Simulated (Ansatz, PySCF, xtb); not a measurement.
Lewis adduct: BH3 (SMILES B) (first 4 atoms) with CH4O (SMILES CO); geometry from B3LYP-D3(BJ)/def2-TZVP.
(charge 0, multiplicity 1):
```tsv
atom	x (Å)	y (Å)	z (Å)
B	0.0314	-0.0098	0.7831
H	-0.3262	1.1245	0.6106
H	-0.6037	-0.8514	0.2043
H	1.2284	-0.1728	0.7716
C	0.2917	0.5197	3.3531
O	-0.3957	-0.2912	2.3757
H	-0.0646	0.2545	4.3471
H	0.0334	1.5476	3.1189
H	1.3688	0.3799	3.2651
H	-0.2545	-1.2285	2.5583
```

Monomers are frozen at their geometry in the pair; levels with a basis set take the counterpoise correction. Rows marked so take none.

Rows in STO-3G carry no dispersion term and start afresh at each structure.

The values were computed with Ansatz (a quantum-chemistry and plane-wave program); PySCF for STO-3G rows; xtb for the GFN methods. Values without a source in brackets are computed.

Task: One of these levels gives -53.57 kcal/mol for the interaction energy. Which one is it?
A. GFN1-xTB
B. HF/STO-3G (no counterpoise)
C. PBE/def2-TZVPPD

Result: B, HF/STO-3G (no counterpoise). The others give -24.48 (GFN1-xTB), -30.40 (PBE/def2-TZVPPD)
